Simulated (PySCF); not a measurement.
C₂H₄ClFOSi, SMILES O=CC[Si@@H](F)Cl.

The structure is a stationary point at PBE0-D3(BJ)/def2-SVP. The structure was generated by enumeration; whether it is a known compound was not checked. One conformer was computed; it need not be the lowest.

Calculation: PySCF with PBE/def2-TZVP.

Gas-phase values at a fixed geometry.

Q: Estimate the frontier levels, gap, dipole moment and polarisability. (The exact figures need the calculation; the answer reports its results.)

A: 
```yaml
highest_occupied_level: -6.22 eV
lowest_empty_level: -2.35 eV
orbital_gap: 3.87 eV
dipole_moment: 1.36 D
quadrupole, principal values (traceless, Buckingham form, about the centre of nuclear charge): -14.51, 5.17, 9.35 D·Å
mean_static_polarisability: 62.9 bohr³ (9.32 Å³)
polarisability_principal_values: 53.6, 63.9, 71.3 bohr³
```
